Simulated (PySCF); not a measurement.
**Property card for `CC(=O)[Si]([SiH3])([SiH3])C#N`**

Species: C₃H₉NOSi₃.
Numbering: `[CH3:1][C:2](=[O:3])[Si:4]([SiH3:5])([SiH3:6])[C:7]#[N:8]` (hydrogens: H9, H10, H11 on C1; H12, H13, H14 on Si5; H15, H16, H17 on Si6)

Among its groups: cyano group on a heteroatom, Si–H bond and C–Si bond.

From GFN2-xTB geometry:

```yaml
Point_group_of_the_GFN2-xTB_geometry: C1
Rotational_constants_A_B_C_of_the_GFN2-xTB_geometry: 0.942, 0.923, 0.892 GHz
```

B3LYP/def2-SVPD ground state and vertical TDDFT (core frozen in the response) (PySCF):

```yaml
Dipole_moment: 1.51 D
HOMO_energy: -7.07 eV
LUMO_energy: -2.01 eV
HOMO–LUMO_gap: 5.06 eV
Lowest_singlet_excitation: 3.49 eV (356 nm, f = 0.004)
Strongest_line_among_the_8_lowest_singlet_transitions: S5 at 5.83 eV (212 nm, f = 0.054)
Lowest_triplet_excitation_Tamm–Dancoff: 2.89 eV
Static_isotropic_polarisability: 130.6 au
Electronic_spatial_extent_⟨r²⟩_about_the_centre_of_nuclear_charge: 1813 bohr²
```

**PBE0/pcSseg-1 ground state and GIAO shieldings, non-relativistic (PySCF)**

```yaml
Lowest_Hirshfeld_atomic_charge: -0.22 e on O3
Highest_Hirshfeld_atomic_charge: +0.24 e on Si5/Si6
13C_chemical_shifts_computed_TMS_as_zero_by_class: 246.8 (C2), 126.2 (C7), 44.4 (C1) ppm
1H_chemical_shifts_computed_TMS_as_zero_by_class: 3.74 (H12/H13/H14/H15/H16/H17), 2.93 (H9/H10/H11) ppm
Isotropic_shieldings_of_nuclei_other_than_C_and_H_by_class: -105 (N8), -527 (O3), 449 (Si4), 453 (Si5/Si6) ppm
Mayer_bond_orders_between_heavy_atoms: C1–C2 0.99, C2–O3 1.94, C2–Si4 0.78, Si4–Si5 0.91, Si4–Si6 0.90, Si4–C7 0.78, C7–N8 2.92
```

Monoisotopic mass from the formula: 158.9992 u.

The largest Löwdin shares of the LUMO are 0.33 on C2, 0.28 on O3, 0.11 on Si4 and 0.07 on C1. S1 lies 1.57 eV below the HOMO–LUMO gap; its leading configuration is HOMO→LUMO, weight 0.96. In atomic units the dipole is 0.59 e·bohr (1 au = 2.5417 D). A dipole of 1.51 D is allowed in C1, and pure rotational transitions are dipole-allowed. The rotational constants make it an asymmetric top with κ = (2B − A − C)/(A − C) = 0.2, nearer the oblate limit (+1). The polarisability is 19.36 Å³ as a volume (1 au = 0.148185 Å³), or 1.56 au for each of the 84 electrons.

Geometry: GFN2-xTB, one conformer, isolated molecule. NMR classes are plain means over equivalent atoms (diastereotopic ones count apart unless rotation or inversion swaps them), as if these changed places fast; in this geometry the members of some classes differ.

For the TDDFT job (B3LYP/def2-SVPD), hardware: one thread, Arm Neoverse V2 (aarch64) (shared host). Cost: 60 s, 0.94 GiB resident at most.

Conformer computed: `[CH3:1][C:2](=[O:3])[Si:4]([SiH3:5])([SiH3:6])[C:7]#[N:8]`: C1–C2–Si4–Si5 108°.
